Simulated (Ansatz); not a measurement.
Start from `[CH3][V](=[O])([F])[F]` and change one element to get `[CH3][Ta](=[O])([F])[F]`.

Ansatz, PBE0-D4/def2-TZVP geometries, multiplicity 1. 

Elements past krypton have def2 core potentials. Scalar relativity is left out up to krypton.

| property | `[CH3][V](=[O])([F])[F]` |
| --- | --- |
| size of the dipole moment (PBE/def2-TZVPP) / D | 1.87 |
| HOMO energy (ωB97M-V/def2-TZVPP) / eV | -11.77 |
| HOMO energy (PBE0/def2-TZVPP) / eV | -9.43 |
| LUMO energy (PBE/def2-TZVPP) / eV | -4.49 |
| HOMO–LUMO gap (B3LYP/def2-TZVPP) / eV | 5.46 |
| LUMO energy (ωB97M-V/def2-TZVPP) / eV | -0.99 |

(1) What does the change do to each property? (An estimate is asked.)

## Answers

(1) Ansatz gave: 
```csv
property,`[CH3][Ta](=[O])([F])[F]`,shift
size of the dipole moment (PBE/def2-TZVPP) / D,2.43,0.56
HOMO energy (ωB97M-V/def2-TZVPP) / eV,-11.49,0.28
HOMO energy (PBE0/def2-TZVPP) / eV,-9.20,0.23
LUMO energy (PBE/def2-TZVPP) / eV,-2.55,1.94
HOMO–LUMO gap (B3LYP/def2-TZVPP) / eV,7.02,1.56
LUMO energy (ωB97M-V/def2-TZVPP) / eV,0.55,1.54
```

With PBE0 the HOMO rises by 0.23 eV and the LUMO rises by 1.75 eV, so the gap widens by about 1.52 eV. PBE moves the HOMO by 0.11 eV and ωB97M-V by 0.28 eV. Dipoles are sizes alone; their direction can turn.

Positive LUMOs are unbound, so they and the gaps depend on the basis.

B3LYP here is the variant with VWN-RPA as its local correlation; programs differ in this.
